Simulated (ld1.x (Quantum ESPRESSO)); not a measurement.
**Configuration tests for Kr (TM)**

Kr, norm-conserving Troullier–Martins (Kleinman–Bylander form), made with ld1.x (Quantum ESPRESSO) 7.5 (PBEsol, scalar-relativistic). Core [Ar] 3d10, reference 4s2 4p6. Waves: 4s (bound): rc 1.10 bohr; 4d channel at 0.45 Ry: rc 1.15 bohr; 4p (bound): rc 1.05 bohr. Local part: the p channel. Core correction: a·sin(br)/r model core, default radius (core density twice the valence density).

Energies are relative to the spin-unpolarised reference configuration 4s2 4p6; without spin polarisation the order of configurations can differ from experiment.

```
valence configuration  charge  ΔE all-electron (eV)  error AE − PS (meV)
              4s2 4p3      +3                76.550                  +73
              4s1 4p6      +1                28.793                  +14
              4s2 4p2      +4               126.392                 +106
            4s2 4p5.5    +0.5                 5.853                 +0.9
```

(1) What are ΔE and the potential's error for 4s2 4p4?

(2) What are ΔE and the potential's error for 4s2 4p5?

Levels in the configuration 4s2 4p4:

```
level  all-electron (eV)  pseudo (eV)
   4s            -46.085      -46.022
   4p            -30.986      -30.945
```

Note: ghost state, extra bound levels that the all-electron valence spectrum of the same l lacks: d at -23.6 eV. A true bound ghost makes a file unfit for plane-wave use.

Results:

(1) ΔE = 39.460 eV all-electron; the error (AE − PS) is +30 meV.

(2) ΔE = 14.283 eV all-electron; the error (AE − PS) is +5.6 meV.
